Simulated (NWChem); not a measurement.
CH$_{3}$BF$_{2}$O; SMILES O(C)B(F)F

```xyz
8

B     -0.0332     0.5255     0.0000
F     -0.7263     1.6483     0.0000
F      1.2915     0.6096     0.0000
O     -0.6799    -0.6445     0.0000
C     -0.0187    -1.8876     0.0000
H     -0.3193    -2.4573     0.8920
H     -0.3193    -2.4573    -0.8920
H      1.0756    -1.7717     0.0000
```
Atoms are numbered in this order, from 1.

Program: NWChem. Coordinates come from a PBE0/def2-SVP optimisation. Atomic charges in e: unrestrained fits to the electrostatic potential beside Mulliken populations; buried atoms are poorly determined by the fit.

Problem. Predict the results for B3LYP/def2-SVP. Quantities: ESP B1; Mulliken B1; ESP F2; Mulliken F2; ESP F3; Mulliken F3; ESP O4; Mulliken O4; ESP C5; Mulliken C5; relative RMS misfit of the potential (%).

Solution. The ESP B1 is 0.88 and the Mulliken B1 is 0.19. The ESP F2 is -0.34 and the Mulliken F2 is -0.10. The ESP F3 comes out as -0.32, the Mulliken F3 is -0.13 and the ESP O4 is -0.50. The Mulliken O4 is -0.22, the ESP C5 is 0.28 and the Mulliken C5 comes out as 0.17. The relative RMS misfit of the potential (%) comes out as 24.
